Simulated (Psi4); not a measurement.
bromotrifluoromethane (CBrF$_{3}$), singlet, at a GFN2-xTB geometry; CAM-B3LYP/def2-SV(P) (Psi4).

Input for Psi4:
```
memory 2 GB

molecule mol {
0 1
  F    -1.255211   -0.590163   -1.107334
  C    -0.817884    0.019610   -0.022939
  F    -1.315279   -0.587090    1.037016
  F    -1.240675    1.268630   -0.036572
  Br    1.120223   -0.026859    0.031418
}

set basis def2-sv(p)
set reference rks
set puream false

energy('cam-b3lyp')
print_variables()
```

Output, abridged:

```
   => Loading Basis Set <=

    Name: DEF2-SV(P)
    Role: ORBITAL
    Keyword: BASIS

         ---------------------------------------------------------
                                   SCF
               by Justin Turney, Rob Parrish, Andy Simmonett
                          and Daniel G. A. Smith
                              RKS Reference
         ---------------------------------------------------------

  ==> Geometry <==

    Molecular point group: c1
    Full point group: C1

    Geometry (in Angstrom), charge = 0, multiplicity = 1:

       Center              X                  Y                   Z               Mass
    ------------   -----------------  -----------------  -----------------  -----------------
         F           -1.297029209578    -0.589160180808    -1.108506637801    18.998403162730
         C           -0.859702209578     0.020612819192    -0.024111637801    12.000000000000
         F           -1.357097209578    -0.586087180808     1.035843362199    18.998403162730
         F           -1.282493209578     1.269632819192    -0.037744637801    18.998403162730
         BR           1.078404790422    -0.025856180808     0.030245362199    78.918337600000

  Running in c1 symmetry.

  Rotational constants: A =      0.19282  B =      0.06944  C =      0.06944 [cm^-1]
  Rotational constants: A =   5780.52466  B =   2081.70642  C =   2081.70634 [MHz]
  Nuclear repulsion =  367.886280901361147

  Charge       = 0
  Multiplicity = 1
  Electrons    = 68
  Nalpha       = 34
  Nbeta        = 34

  ==> Algorithm <==

  SCF Algorithm Type is DF.
  DIIS enabled.
  MOM disabled.
  Fractional occupation disabled.
  Guess Type is SAD.
  Energy threshold   = 1.00e-06
  Density threshold  = 1.00e-06
  Integral threshold = 1.00e-12

  ==> Primary Basis <==

  Basis Set: DEF2-SV(P)
    Blend: DEF2-SV(P)
    Number of shells: 36
    Number of basis functions: 95
    Number of Cartesian functions: 95
    Spherical Harmonics?: false
    Max angular momentum: 2

  ==> DFT Potential <==

   => LibXC <=

    Version 7.1.2
    S. Lehtola, C. Steigemann, M. J. T. Oliveira, and M. A. L. Marques,  SoftwareX 7, 1–5 (2018) (10.1016/j.softx.2017.11.002)

   => Composite Functional: CAM-B3LYP <=

    CAM-B3LYP Hyb-GGA Exchange-Correlation Functional

    T. Yanai, D. P. Tew, and N. C. Handy,  Chem. Phys. Lett. 393, 51 (2004) (10.1016/j.cplett.2004.06.011)

    Deriv               =              1
    GGA                 =           TRUE
    Meta                =          FALSE

    Exchange Hybrid     =           TRUE
    MP2 Hybrid          =          FALSE

   => Exchange Functionals <=

    0.3500         Becke 88 [omega = 0.3300]
    0.4600   Short-range recipe for B88 functional - erf [omega = 0.3300]

   => Exact (HF) Exchange <=

    0.4600            HF,LR [omega = 0.3300]
    0.1900               HF

   => Correlation Functionals <=

    0.1900   Vosko, Wilk & Nusair (VWN5)
    0.8100   Lee, Yang & Parr

   => LibXC Density Thresholds  <==

    XC_HYB_GGA_XC_CAM_B3LYP:  1.00E-14

   => Molecular Quadrature <=

    Radial Scheme          =       TREUTLER
    Pruning Scheme         =           NONE
    Nuclear Scheme         =       TREUTLER

    Blocking Scheme        =         OCTREE
    BS radius alpha        =              1
    Pruning alpha          =              1
    Radial Points          =             75
    Spherical Points       =            302
    Total Points           =         106433
    Total Blocks           =            869
    Max Points             =            254
    Max Functions          =             92
    Weights Tolerance      =       1.00E-15

   => Loading Basis Set <=

    Name: (DEF2-SV(P) AUX)
    Role: JKFIT
    Keyword: DF_BASIS_SCF

  ==> Integral Setup <==

  SCF_SUBTYPE=INCORE selected. In-core MEM_DF algorithm will be used.
  Using in-core AOs.

  ==> MemDFJK: Density-Fitted J/K Matrices <==

    J tasked:                   Yes
    K tasked:                   Yes
    wK tasked:                  Yes
    Omega:                3.300E-01
    Algorithm:                 Core
    Schwarz Cutoff:           1E-12
    Mask sparsity (%):       4.3435
    Fitting Condition:        1E-10

   => Auxiliary Basis Set <=

  Basis Set: (DEF2-SV(P) AUX)
    Blend: DEF2-UNIVERSAL-JKFIT
    Number of shells: 160
    Number of basis functions: 739
    Number of Cartesian functions: 739
    Spherical Harmonics?: false
    Max angular momentum: 5

  Minimum eigenvalue in the overlap matrix is 5.9912041360E-04.
  Reciprocal condition number of the overlap matrix is 9.9810039734E-05.
    Using symmetric orthogonalization.

  ==> Pre-Iterations <==

  SCF Guess: Superposition of Atomic Densities via on-the-fly atomic UHF (no occupation information).

   -------------------------
    Irrep   Nso     Nmo
   -------------------------
     A         95      95
   -------------------------
    Total      95      95
   -------------------------

  ==> Iterations <==

                           Total Energy        Delta E     RMS |[F,P]|

   @DF-RKS iter SAD: -2909.64012414134959   -2.90964e+03   0.00000e+00
   @DF-RKS iter   1: -2910.87346074651578   -1.23334e+00   1.57617e-02 ADIIS/DIIS
   @DF-RKS iter   2: -2910.85851339185729    1.49474e-02   1.52513e-02 ADIIS/DIIS
   @DF-RKS iter   3: -2911.26327030029779   -4.04757e-01   1.46841e-03 ADIIS/DIIS
   @DF-RKS iter   4: -2911.27007127690331   -6.80098e-03   3.45691e-04 ADIIS/DIIS
   @DF-RKS iter   5: -2911.27041648306476   -3.45206e-04   8.62671e-05 DIIS
   @DF-RKS iter   6: -2911.27044145876562   -2.49757e-05   1.12838e-05 DIIS
   @DF-RKS iter   7: -2911.27044231871378   -8.59948e-07   2.54073e-06 DIIS
   @DF-RKS iter   8: -2911.27044237643713   -5.77234e-08   5.44589e-07 DIIS
  Energy and wave function converged.

  ==> Post-Iterations <==

   Electrons on quadrature grid:
      Ntotal   =   67.9999965120 ; deviation = -3.488e-06

    Orbital Energies [Eh]
    ---------------------

    Doubly Occupied:

[...]
      34A     -0.381181

    Virtual:

[...]
      95A     94.406379

    Final Occupation by Irrep:
              A
    DOCC [    34 ]
    NA   [    34 ]
    NB   [    34 ]

  @DF-RKS Final Energy: -2911.27044237643713

   => Energetics <=

    Nuclear Repulsion Energy =            367.8862809013611468
    One-Electron Energy =               -4782.4339782550978271
    Two-Electron Energy =                1602.1180134893411378
    DFT Exchange-Correlation Energy =     -98.8407585120411909
    Empirical Dispersion Energy =           0.0000000000000000
    VV10 Nonlocal Energy =                  0.0000000000000000
    Total Energy =                      -2911.2704423764371313

Computation Completed

Properties will be evaluated at   0.000000,   0.000000,   0.000000 [a0]

Properties computed using the SCF density matrix

 Multipole Moments:

 ------------------------------------------------------------------------------------
     Multipole            Electronic (a.u.)      Nuclear  (a.u.)        Total (a.u.)
 ------------------------------------------------------------------------------------

 L = 1.  Multiply by 2.5417464519 to convert [e a0] to [Debye]
 Dipole X            :          5.5185282           -5.3736673            0.1448609
 Dipole Y            :         -0.1323126            0.1288410           -0.0034716
 Dipole Z            :          0.1547771           -0.1507120            0.0040651
 Magnitude           :                                                    0.1449595

 ------------------------------------------------------------------------------------

  Variable Map:
  ----------------------------------------------------------------------------
[...]
  Array Variable Map:
  ----------------------------------------------------------------------------
[...]
[...]
```
